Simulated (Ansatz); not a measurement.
Consider the redistribution: `[F][Mg][F]` + `O[SiH2]S[SiH3]` → `[F][MgH]` + `O[SiH2]S[SiH2]F`.

Isolated molecules relaxed with PBE0-D4/def2-TZVP in Ansatz; ΔE leaves out vibrations. CCSD(T)/CBS adds triple-zeta CCSD(T) − MP2 to the extrapolated MP2 energy (def2 sets, frozen cores). Functionals use def2-TZVPP. B3LYP here is the variant with VWN-RPA as its local correlation; programs differ in this. For Mg outer-core shells are correlated without core-valence functions, which leaves a few kJ/mol of doubt a bond. One conformer a species, not always the lowest.

`[F][Mg][F]`:

Z-matrix (Å, degrees):
```
Mg
F 1 1.746
F 1 1.746 2 180.0
```

`O[SiH2]S[SiH3]`:

Z-matrix (Å, degrees):
```
Si
S 1 2.133
O 1 1.643 2 112.7
H 1 1.484 2 104.2 3 122.4
H 1 1.478 2 111.2 3 -117.0
Si 2 2.142 1 97.8 3 56.4
H 3 0.959 1 117.4 2 55.1
H 6 1.485 2 110.0 1 38.0
H 6 1.483 2 106.7 1 157.7
H 6 1.484 2 111.2 1 -83.2
```

`[F][MgH]`:

```xyz
3

F    -1.444    0.907   -0.308
Mg    0.019   -0.012    0.004
H     1.425   -0.895    0.304
```

`O[SiH2]S[SiH2]F`:

```xyz
10

O    -0.841    0.953    1.779
Si   -0.275   -0.511    1.305
S    -0.847   -1.016   -0.698
Si    0.563    0.190   -1.722
F     1.938   -0.596   -1.924
H    -1.785    1.110    1.727
H     1.195   -0.412    1.416
H    -0.829   -1.614    2.127
H     0.013    0.482   -3.063
H     0.868    1.414   -0.949
```

CCSD(T)/CBS gives +37.0 kJ/mol.

(1) Another level gave +33.6 kJ/mol. Which?
A. HF/def2-TZVPP
B. MP2/def2-TZVPP
C. ωB97M-V/def2-TZVPP
D. B3LYP/def2-TZVPP

Largest T1 diagnostic among the species: 0.012.

Results:

(1) D. B3LYP 33.6, HF/def2-TZVPP 23.3, MP2/def2-TZVPP 38.9, ωB97M-V 28.5 kJ/mol.

In def2-TZVPP, CCSD(T) changes the Hartree–Fock value by +9.6 kJ/mol (the triples alone add +0.3 kJ/mol) and MP2 by +15.6 kJ/mol.
